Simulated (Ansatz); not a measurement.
P₂PdH₆⁻, that is Pd(PH3)2 with one electron more. Total charge -1; doublet. Geometry PBE0-D4/def2-SVP, that of the neutral singlet; atoms count from 1.

```xyz
9

Pd   -0.006   -0.007   -0.023
P     2.185   -0.009   -0.585
H     3.099   -0.900    0.045
H     2.981    1.159   -0.417
H     2.607   -0.283   -1.916
P    -2.187    0.006    0.576
H    -3.020   -1.127    0.351
H    -3.093    0.962    0.035
H    -2.566    0.198    1.934
```

In the def2 sets Pd takes a core potential; there is no spin–orbit coupling. The highest occupied level of the charge -1 doublet lies above zero (up to 2.20 eV). By energy differences it is unbound by 0.82 eV (vertical, to the charge 0 singlet, at PBE0-D4/def2-TZVPD) and held by the finite basis.

Problem. Estimate the Mulliken populations from the PBE0/def2-TZVPD orbitals of Ansatz.

Solution. 
| atom | charge (e) | spin (α − β) | d electrons |
| --- | --- | --- | --- |
| Pd1 | -1.18 | 0.74 | 9.21 |
| P2 | -0.16 | 0.05 | – |
| H3 | 0.11 | -0.02 | – |
| H4 | 0.07 | 0.06 | – |
| H5 | 0.07 | 0.05 | – |
| P6 | -0.16 | 0.05 | – |
| H7 | 0.07 | 0.05 | – |
| H8 | 0.11 | -0.02 | – |
| H9 | 0.07 | 0.06 | – |
Mulliken values and Mayer orders depend strongly on the basis. With diffuse functions, as here, like atoms can get unlike values, and bond orders can come out too low or too high.

Problem. Where does the spin sit?

Solution. Summed by element: Pd 0.74, P 0.09, H 0.17, of 1 unpaired in all. Largest on single atoms: Pd1 0.74, H9 0.06, H4 0.06.

Problem. And the Mayer bond orders between bonded heavy atoms (over 0.3)?

Solution. Pd1–P2 1.00 (2.26 Å); Pd1–P6 1.00 (2.26 Å).
